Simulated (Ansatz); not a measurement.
Steps of a relaxation of ClGeH₃O₂ (`[OH][GeH]([OH])[Cl]`) with RKS PBE0-D4/def2-TZVP.

```sh
$ ansatz run in.yaml --threads 2 --pin off --events-out ev --progress --plain --max-ram 22528MiB --backend cpu
```

```yaml
crystal:
  periodic: [false, false, false]
  atoms:
    - {symbol: O, position_ang: [-0.184658, 1.422371, -0.539499]}
    - {symbol: Ge, position_ang: [-0.112113, -0.077030, 0.430211]}
    - {symbol: O, position_ang: [1.519587, -0.764272, 0.289359]}
    - {symbol: Cl, position_ang: [-1.630428, -1.401335, -0.419140]}
    - {symbol: H, position_ang: [-0.984022, 1.417515, -1.100457]}
    - {symbol: H, position_ang: [-0.361101, 0.118058, 1.935338]}
    - {symbol: H, position_ang: [1.813835, -0.783308, -0.641513]}
basis:
  gaussian: {orbitals: def2-TZVP}
hamiltonian: {xc: pbe0, dispersion: d4}
relax: {f_tol: 0.005, max_steps: 150}
```

Positions (Å) and forces (eV/Å) along the path, 8 of 8 steps:

```xyz
7
step=1 energy=-73173.2700 eV
O    -0.185    1.422   -0.539   -0.600   -0.608   -0.074
Ge   -0.112   -0.077    0.430    0.197    0.044   -0.207
O     1.520   -0.764    0.289   -0.415    0.214   -0.731
Cl   -1.630   -1.401   -0.419    0.396    0.318    0.192
H    -0.984    1.418   -1.100    0.605    0.040    0.404
H    -0.361    0.118    1.935   -0.005   -0.013   -0.272
H     1.814   -0.783   -0.642   -0.177    0.005    0.688
7
step=2 energy=-73173.3050 eV
O    -0.182    1.405   -0.538   -0.167   -0.251    0.072
Ge   -0.109   -0.072    0.441    0.200    0.017   -0.209
O     1.500   -0.776    0.273   -0.216    0.156   -0.173
Cl   -1.593   -1.384   -0.414    0.021    0.021    0.041
H    -0.974    1.402   -1.090    0.180    0.048    0.097
H    -0.376    0.126    1.928    0.020    0.019   -0.036
H     1.795   -0.770   -0.646   -0.037   -0.010    0.207
7
step=3 energy=-73173.3101 eV
O    -0.180    1.399   -0.527   -0.035   -0.083    0.013
Ge   -0.113   -0.081    0.431    0.089    0.049    0.038
O     1.493   -0.766    0.271   -0.062    0.012   -0.013
Cl   -1.598   -1.393   -0.406   -0.026   -0.025   -0.016
H    -0.961    1.408   -1.087   -0.007    0.068   -0.041
H    -0.372    0.131    1.915   -0.013   -0.004    0.036
H     1.792   -0.764   -0.642    0.054   -0.016   -0.015
7
step=4 energy=-73173.3109 eV
O    -0.181    1.396   -0.530   -0.023   -0.051    0.009
Ge   -0.112   -0.080    0.431    0.036    0.024    0.024
O     1.492   -0.768    0.270   -0.030    0.011   -0.008
Cl   -1.598   -1.394   -0.405   -0.017   -0.016   -0.006
H    -0.963    1.413   -1.087    0.000    0.046   -0.024
H    -0.373    0.130    1.916   -0.004   -0.002    0.013
H     1.796   -0.764   -0.641    0.037   -0.012   -0.008
7
step=5 energy=-73173.3116 eV
O    -0.182    1.392   -0.533   -0.008    0.000   -0.011
Ge   -0.113   -0.082    0.430   -0.028   -0.009    0.008
O     1.490   -0.770    0.269    0.014    0.001   -0.008
Cl   -1.601   -1.400   -0.401    0.006    0.003    0.006
H    -0.966    1.427   -1.088    0.011    0.007    0.008
H    -0.373    0.129    1.916    0.003   -0.001   -0.009
H     1.807   -0.764   -0.639    0.003   -0.002    0.006
7
step=6 energy=-73173.3117 eV
O    -0.177    1.387   -0.540    0.004   -0.002    0.002
Ge   -0.114   -0.084    0.428   -0.007   -0.004    0.000
O     1.489   -0.772    0.269    0.001    0.005   -0.002
Cl   -1.604   -1.402   -0.398    0.002    0.001    0.002
H    -0.968    1.434   -1.083   -0.001    0.001    0.001
H    -0.374    0.129    1.914    0.000    0.001   -0.005
H     1.810   -0.760   -0.637    0.001   -0.002    0.001
7
step=7 energy=-73173.3118 eV
O    -0.175    1.385   -0.543   -0.003    0.000   -0.002
Ge   -0.115   -0.085    0.427    0.003   -0.001   -0.001
O     1.490   -0.771    0.270    0.001   -0.001    0.001
Cl   -1.603   -1.405   -0.397    0.000    0.001    0.000
H    -0.970    1.438   -1.079    0.000    0.000    0.002
H    -0.376    0.130    1.912   -0.002    0.000   -0.001
H     1.810   -0.761   -0.636    0.000   -0.001    0.000
7
step=8 energy=-73173.3118 eV
O    -0.173    1.383   -0.546   -0.002    0.002   -0.003
Ge   -0.114   -0.085    0.426    0.003    0.003    0.000
O     1.491   -0.771    0.271   -0.003    0.000    0.002
Cl   -1.603   -1.406   -0.397   -0.001   -0.003   -0.002
H    -0.974    1.443   -1.074    0.003   -0.002    0.004
H    -0.377    0.131    1.910    0.000    0.000    0.003
H     1.812   -0.764   -0.635    0.000    0.000   -0.002
```

Hardware: 2 threads of an AMD EPYC 7R13 on a shared host. Wall time 36 s, peak host memory 0.47 GiB.
